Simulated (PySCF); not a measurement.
Positional isomers: azulene silyl. All species are isolated molecules in the gas phase. Strings in code marks are SMILES.

The HOMO–LUMO gap from two functionals at the same geometries (PBE0-D3(BJ)/def2-SVP), both in PySCF: PBE-D3(BJ)/def2-TZVP and PBE0-D3(BJ)/def2-TZVP. 

```json
[
 {"species": "`c1cc2-c(cc(c2)[SiH3])ccc1`", "PBE0-D3(BJ)/def2-TZVP (eV)": "3.49"},
 {"species": "`[SiH3]c1ccc2cccc-2cc1`", "PBE0-D3(BJ)/def2-TZVP (eV)": "3.47"},
 {"species": "`c12cccccc-2c([SiH3])cc1`", "PBE0-D3(BJ)/def2-TZVP (eV)": "3.62"},
 {"species": "`[SiH3]c1cccc2cccc-2c1`", "PBE0-D3(BJ)/def2-TZVP (eV)": "3.57"},
 {"species": "`[SiH3]c1ccccc2cccc1-2`", "PBE0-D3(BJ)/def2-TZVP (eV)": "3.50"}
]
```

**Question.** What does PBE-D3(BJ)/def2-TZVP give for each?

**Answer.** 
- `c1cc2-c(cc(c2)[SiH3])ccc1`: 1.99
- `[SiH3]c1ccc2cccc-2cc1`: 1.98
- `c12cccccc-2c([SiH3])cc1`: 2.09
- `[SiH3]c1cccc2cccc-2c1`: 2.06
- `[SiH3]c1ccccc2cccc1-2`: 1.99
Over these rows, drawn at random from the members with no instability flagged (it was tested for open shells, ions and some series alone), PBE minus PBE0-D3(BJ): mean -1.51 eV, from -1.52 eV to -1.49 eV.
